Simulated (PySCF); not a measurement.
Bonds (- single, = double, # triple, : aromatic): O1-B2, B2-O3, B2-Si4, Si4-O5, O5-Si6, Si6-Si7. O1 carries H8; O3 carries H9; Si4 carries H10, H11; Si6 carries H12, H13; Si7 carries H14, H15, H16.

Geometry: PBE0-D3(BJ)/def2-SVP; GIAO shifts from PySCF, gas phase, non-relativistic, averaged over equivalent atoms.

At HF/pcSseg-1 (185 basis functions, 13 s wall time on 1 thread of an Arm Neoverse V1, shared host):
| atoms | δ (ppm) |
| --- | --- |
| O1/O3 | 122.3 |
| O5 | -21.2 |
| B2 | 34.3 |
| Si6 | -24.6 |
| Si4 | -31.5 |
| Si7 | -93.5 |
| H8/H9 | 5.21 |
| H12/H13 | 4.78 |
| H10/H11 | 4.45 |
| H14/H15/H16 | 3.35 |

δ = σ(ref) − σ, references computed at the same level: H2O for ¹⁷O (σref 333.31); ¹¹B (σref 115.29) against BF3·OEt2; ²⁹Si (σref 393.43) and ¹H (σref 31.69) against TMS.

**Question.** What do these become at PBE0/pcSseg-1?

**Answer.** 
```
      atoms  δ at PBE0/pcSseg-1  change
      O1/O3               150.9   +28.6
         O5                -7.1   +14.1
         B2                31.0    -3.3
        Si6               -16.4    +8.2
        Si4               -26.1    +5.4
        Si7              -107.2   -13.7
      H8/H9                5.33   +0.12
    H12/H13                5.44   +0.66
    H10/H11                4.97   +0.52
H14/H15/H16                3.52   +0.17
```

Chemical shifts δ = σref − σ; ¹⁷O (σref 334.56) against H2O; ¹¹B (σref 100.73) against BF3·OEt2; ²⁹Si (σref 351.99), ¹H (σref 31.27) vs TMS, all at this level.

The largest change is at O1/O3 (oxygen bonded to B, H). Cost: 185 basis functions, 26 s wall time on 1 thread of an Arm Neoverse V1, shared host.

Experimental scales use liquid or dissolved standards, which lie at an offset from isolated H2O (liquid H2O: subtract about 36 ppm).
